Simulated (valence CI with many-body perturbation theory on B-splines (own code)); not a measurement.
Values are calculated unless marked as measured or tabulated.
Sensitivity of CI+MBPT for Ce44+

Level of theory: valence CI with perturbative core correlation (CI+MBPT): four valence electrons over a frozen Dirac-Fock core [Ne], radial functions for each j: 6 s, 6 p, 5 d, 3 f, 1 g, with the one-electron correlation potential Σ1, the two-electron term Σ2, the three-electron term Σ3, Breit, model QED; selected CI, second order for the rest, scaled by the run's own slope (own B-spline code, finite nucleus).

The last digits are not significant, and no measured levels were compared; by estimate large intervals hold to a few tenths of a per cent, small ones and those within an open d or f shell to about a per cent.

The reference run has the lowest level (3s^2 3p1/2^2) J=0 and an ionisation energy of 3572.57 eV. Its largest variational space holds 10000 state functions.

Levels are named by their leading jj configuration (3d3/2^4 stands for four electrons in 3d with j = 3/2), which in mixed levels can hold well under half, so a name can repeat and another be missing. Letters in brackets count levels of one name in rising energy.

| Level | Reference (cm⁻¹) | Shift (cm⁻¹) |
| --- | --- | --- |
| (3s^2 3p1/2 3p3/2) J=1 | 849731 | -35 |
| (3s^2 3p1/2 3p3/2) J=2 | 906463 | -35 |
| (3s 3p1/2^2 3p3/2) J=2 | 1770930 | +3.8 |
| (3s^2 3p3/2^2) J=2 | 1797240 | -69 |
| (3s^2 3p3/2^2) J=0 | 1920010 | -70 |
| (3s 3p1/2^2 3p3/2) J=1 | 1945060 | -9.1 |
| (3s^2 3p1/2 3d3/2) J=2 | 2151740 | -115 |
| (3s^2 3p1/2 3d3/2) J=1 | 2392500 | -99 |
| (3s^2 3p1/2 3d5/2) J=2 | 2420560 | -93 |
| (3s^2 3p1/2 3d5/2) J=3 | 2448900 | -111 |
| (3s 3p1/2 3p3/2^2) J=2 [a] | 2645910 | -52 |
| (3s 3p1/2 3p3/2^2) J=3 | 2712960 | -44 |

The ionisation energy moves by -0.016 eV.

**Question.** Which of these changes was made?
A. cutoff of virtual states (hartree) 6728 → 3840; core polarisation of operators on → off
B. Davidson tolerance 2e-05 → 0.001
C. highest l in the core sums 6 → 5
D. highest l in the core sums 6 → 2

**Answer.** A. cutoff of virtual states (hartree) 6728 → 3840; core polarisation of operators on → off.
